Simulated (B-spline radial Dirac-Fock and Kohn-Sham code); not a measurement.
## Kohn-Sham estimates against Dirac-Fock for the levels of Ir³⁺

System: the Ir³⁺ ion, [Xe] 4f14 5d5 6p1 (not the ground configuration).

The density-functional columns are spherical, spin-unpolarised Dirac-Kohn-Sham results without Breit or QED terms: −ε is minus the orbital energy of the initial state and ΔSCF the difference of two total energies. The reference in the last column comes from Dirac-Fock energy differences between relaxed states, corrected for Breit and QED terms. All numbers are from a radial B-spline solver, in eV; a selection of levels is shown. The Kohn-Sham columns are given as differences from the reference. For the 1s level of heavy atoms much of the gap between ΔSCF and the reference is the Breit and QED part, -399.1 eV here; for other levels the error of the functional can be larger.

```tsv
level	LDA −ε − DF	LDA ΔSCF − DF	Dirac-Fock
K (1s)	-199.9	+387.4	76158.5
L1 (2s)	-166.2	-57.1	13477.4
L2 (2p1/2)	-115.4	+25.2	12876.1
L3 (2p3/2)	-132.0	-12.8	11267.0
M1 (3s)	-89.4	-56.9	3230.8
M2 (3p1/2)	-70.9	-35.9	2964.2
M3 (3p3/2)	-70.3	-38.8	2607.7
M4 (3d3/2)	-48.1	-10.3	2168.2
M5 (3d5/2)	-49.6	-13.0	2092.6
N1 (4s)	-49.4	-33.8	748.2
N2 (4p1/2)	-41.4	-25.8	635.3
N3 (4p3/2)	-41.2	-26.4	550.8
N4 (4d3/2)	-28.6	-14.1	365.6
N5 (4d5/2)	-28.7	-14.3	349.9
N6 (4f5/2)	-11.3	+2.3	112.7
N7 (4f7/2)	-11.4	+2.1	109.7
O1 (5s)	-14.5	-5.4	149.4
O2 (5p1/2)	-9.7	-1.0	111.1
O3 (5p3/2)	-9.8	-1.6	97.09
O4,5 (5d)	-5.2	+1.5	46.40
P2,3 (6p)	-2.0	+1.7	26.95
```

Values without a named source are computed, but for edge energies of neutral atoms, which are taken from tables.
